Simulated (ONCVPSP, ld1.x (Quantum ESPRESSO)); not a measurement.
**Potentials for Te compared**

Generated with ld1.x 7.5 (TM, RRKJ, ultrasoft, PAW), atompaw 4.2 or ONCVPSP 4.0.1. The cutoff is in Ry: for ld1.x and atompaw files where the sum of valence levels is converged to 10 mRy in a Bessel basis, for ONCV files where the hardest occupied wave has 1 mHa per electron of residual kinetic energy. The error is the largest all-electron minus pseudo excitation energy over each file’s own four to seven test configurations (ionisations up to +4, promotions, holes and added fractions of an electron), all of which were solved. The labels leave out finer settings (local radius, basis sizes, second energies), which also bear on the numbers. Spin-polarised tests are not counted. The rows are a selection from randomly drawn settings: files with unsolved tests, undetermined cutoffs or missed reference levels are left out.

A true bound ghost makes a file unfit for plane-wave use even where its test errors are small: the radial tests pick states by their node count and pass the ghost by.

| potential | cutoff (Ry) | largest error (meV) | bound ghosts |
| --- | --- | --- | --- |
| ONCV, LDA (Perdew-Wang 92), scalar-relativistic, rc 1.30/1.45/1.25 (spd), local smoothed, core correction yes, reference 4s2 4p6 4d10 5s2 5p2, qcut 10.2/9.9/14.4, projectors 2/2/2 | 106 | +11 | none |
| ONCV, PBE, scalar-relativistic, rc 1.20/1.40/1.55/1.55 (spdf), local smoothed, core correction no, reference 4s2 4p6 4d10 5s2 5p4, qcut 11.3/10.3/9.7/8, projectors 2/2/2/1 | 91 | +35 | none |
| TM, LDA (PZ), fully relativistic, rc 1.60/1.55 (sp), local smoothed, core correction yes, reference 5s2 5p4 | 55 | -121 | s, p3/2, p1/2, d |
| ONCV, LDA (Perdew-Wang 92), scalar-relativistic, rc 1.45/1.35/1.15 (spd), local d, core correction no, reference 4s2 4p6 4d10 5s1.75 5p4.25, qcut 7.6/9.7/12.8, projectors 2/2/0 | 109 | -580 | none |

Fill in the row for Te: ONCV, LDA (Perdew-Wang 92), scalar-relativistic, rc 1.25/1.40/1.40 (spd), local smoothed, core correction yes, reference 4s2 4p6 4d10 5s2 5p4, qcut 8.6/8/13.3, projectors 2/2/2.

cutoff 99 Ry, largest error -14 meV, bound ghosts: none.

Fill in the row for Te: TM, PBEsol, scalar-relativistic, rc 1.55/1.65/0.85 (spd), local d, core correction no, reference 4d10 5s1 5p5.

cutoff 160 Ry, largest error +7.8 meV, bound ghosts: s, p.

Fill in the row for Te: ONCV, Wu-Cohen, scalar-relativistic, rc 1.80/2.00/1.05 (spd), local smoothed, core correction no, reference 4d10 5s2 5p2, qcut 3.5/4.4/9.8, projectors 2/2/1.

cutoff 104 Ry, largest error -324 meV, bound ghosts: s, p.
